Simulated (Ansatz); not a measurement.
Input for Ansatz (a program for electronic structure): U-CCSD(T)/def2-QZVPP on AlC+, 2S+1 = 3, a spin state set in the input, which need not be the lowest, a point of a bond scan (R = 1.940 Å). Charge +1. Files ending in .json are basis or fitting sets from the Basis Set Exchange.

Ansatz 0.2 input:
```yaml
crystal:
  periodic: [false, false, false]
  atoms:
    - {symbol: C, position_ang: [0.00000000, 0.00000000, 0.00000000]}
    - {symbol: Al, position_ang: [0.00000000, 0.00000000, 1.93961600]}
basis:
  gaussian:
    orbitals: def2-QZVPP.json
    pivot_positions_ang: [[0.00000000, 0.00000000, 0.00000000], [0.00000000, 0.00000000, 1.93961600]]
total_charge: 1
magnetization: {spin_polarized: true, initial_magnetization: 2}
correlation: {method: ccsd_t, electrons: valence}
output: {orbitals: {seedname: ./end}}
```

Output:

```
WARN ansatz: RAYON_NUM_THREADS=2 ignored (pool sized by the plan → 2); use --threads N
Functional definition: HF
integrals: 0.35 GiB planned
864 factors; integrals over basis functions are off by at most 2.5e-4 eV
mean field: 0.30 GiB planned
mean field evaluation 1: about -7596.9220 eV, gradient 2.4e1 eV
mean field evaluation 2: about -7596.9220 eV, gradient 2.4e1 eV
mean field evaluation 4: about -7601.2039 eV, gradient 2.5e0 eV
mean field evaluation 8: about -7601.4404 eV, gradient 1.5e0 eV
mean field evaluation 16: about -7602.4762 eV, gradient 1.5e-6 eV
mean field evaluation 32: about -7601.7230 eV, gradient 4.5e0 eV
mean field evaluation 64: about -7601.2683 eV, gradient 4.5e-6 eV
mean field evaluation 96: about -7600.6487 eV, gradient 4.9e0 eV
mean field evaluation 128: about -7601.2492 eV, gradient 1.7e-6 eV
mean field evaluation 160: about -7601.5862 eV, gradient 2.0e-4 eV
mean field evaluation 192: about -7601.2492 eV, gradient 9.2e-3 eV
mean field evaluation 224: about -7601.5671 eV, gradient 2.2e-1 eV
mean field evaluation 256: about -7600.5947 eV, gradient 1.4e0 eV
mean field evaluation 288: about -7601.4291 eV, gradient 1.0e0 eV
mean field evaluation 320: about -7599.5949 eV, gradient 3.1e0 eV
mean field evaluation 352: about -7601.2488 eV, gradient 6.9e-2 eV
mean field evaluation 384: about -7600.5389 eV, gradient 2.1e0 eV
mean field evaluation 416: about -7599.2152 eV, gradient 8.1e-2 eV
mean field evaluation 448: about -7602.4761 eV, gradient 1.4e-2 eV
mean field evaluation 480: about -7596.8956 eV, gradient 1.4e-3 eV
mean field evaluation 512: about -7596.3864 eV, gradient 4.4e0 eV
mean field evaluation 544: about -7597.0011 eV, gradient 1.2e-2 eV
mean field evaluation 576: about -7601.4530 eV, gradient 1.5e-4 eV
mean field evaluation 608: about -7598.5179 eV, gradient 5.0e0 eV
mean field evaluation 640: about -7600.9486 eV, gradient 5.1e0 eV
mean field evaluation 672: about -7589.1472 eV, gradient 1.5e1 eV
mean field evaluation 704: about -7597.9597 eV, gradient 3.8e0 eV
mean field evaluation 736: about -7595.5542 eV, gradient 4.1e0 eV
mean field evaluation 768: about -7602.4762 eV, gradient 6.5e-4 eV
mean field evaluation 800: about -7600.6207 eV, gradient 1.0e-1 eV
mean field evaluation 832: about -7599.2164 eV, gradient 2.1e-2 eV
mean field evaluation 864: about -7601.2488 eV, gradient 5.8e-2 eV
mean field evaluation 896: about -7600.1408 eV, gradient 5.3e0 eV
mean field evaluation 928: about -7602.4761 eV, gradient 1.1e-2 eV
mean field evaluation 960: about -7601.2682 eV, gradient 6.3e-3 eV
mean field -7602.47615219 eV, -279.3858454495 hartree, gradient 3.2e-6 eV, S^2 2.815431; 15 other end points of the search recorded, 0 dependent functions left out
determinant -7602.47615219 eV, -279.3858454495 hartree, with singles and doubles -7606.04084006 eV, -279.5168453125 hartree
determinant -7601.58617595 eV, -279.3531394260 hartree, with singles and doubles -7605.57137720 eV, -279.4995928707 hartree
determinant -7601.45300721 eV, -279.3482455649 hartree, with singles and doubles -7605.80395473 eV, -279.5081399373 hartree
determinant -7601.33364144 eV, -279.3438589540 hartree, with singles and doubles -7605.91403608 eV, -279.5121853522 hartree
determinant -7601.24921479 eV, -279.3407563319 hartree, with singles and doubles -7605.44623595 eV, -279.4949940145 hartree
determinant -7600.62126216 eV, -279.3176794982 hartree, with singles and doubles -7604.33624385 eV, -279.4542025573 hartree
determinant -7599.21649681 eV, -279.2660553238 hartree, with singles and doubles -7603.30042159 eV, -279.4161367912 hartree
determinant -7602.47615219 eV, -279.3858454495 hartree, with singles and doubles -7606.03684528 eV, -279.5166985071 hartree
determinant -7601.58617595 eV, -279.3531394260 hartree, with singles and doubles -7605.73921216 eV, -279.5057606915 hartree
determinant -7601.45300721 eV, -279.3482455649 hartree, with singles and doubles -7605.80750560 eV, -279.5082704292 hartree
determinant -7601.33364144 eV, -279.3438589540 hartree, with singles and doubles -7605.97228020 eV, -279.5143257840 hartree
determinant -7601.26829341 eV, -279.3414574581 hartree, with singles and doubles -7606.09303256 eV, -279.5187633515 hartree
6 core orbitals not correlated
reference -7602.47615219 eV, -279.3858454495 hartree; 4, 2 occupied and 117, 119 virtual orbitals, 864 factors
second order -2.83982595 eV of doubles, -0.00000000 eV of singles
coupled cluster: 0.84 GiB planned
cycle   1  -3.56069191 eV  change    1.2e-6 eV  update   2.7e-6
coupled cluster: 0.84 GiB planned
perturbative correction -0.22341268 eV, -0.0082102644 hartree
Total energy: -7606.26025678 eV, -279.5249087281 hartree
```

The run converged. Its determinant has ⟨S²⟩ = 2.82, a mixture of spin states.

Cost: about 2.4 core-minutes (a rough figure).
